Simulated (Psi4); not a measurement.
A dimer, CH6Si ··· H2O (SMILES C[SiH3] and O); the first 8 atoms form monomer A.

```
11

Si    -0.8816     0.1042    -0.0221
C      0.9810    -0.1160     0.0246
H     -1.4881    -0.7908    -1.0378
H     -1.2337     1.5039    -0.3649
H     -1.4788    -0.2165     1.2974
H      1.2448    -1.1447     0.2765
H      1.4317     0.5408     0.7708
H      1.4248     0.1190    -0.9445
O      0.3364     2.2617     2.3883
H     -0.1482     2.7454     1.7115
H     -0.3031     1.6522     2.7707
```

Question: What interaction energy does Psi4 1.11 with SAPT0/jun-cc-pVDZ, frozen core give, and which attractive term is the largest?

Answer: Total -3.33 kJ/mol: electrostatics -10.56, exchange 15.24, induction -2.41, dispersion -5.60. The most attractive term is electrostatics.
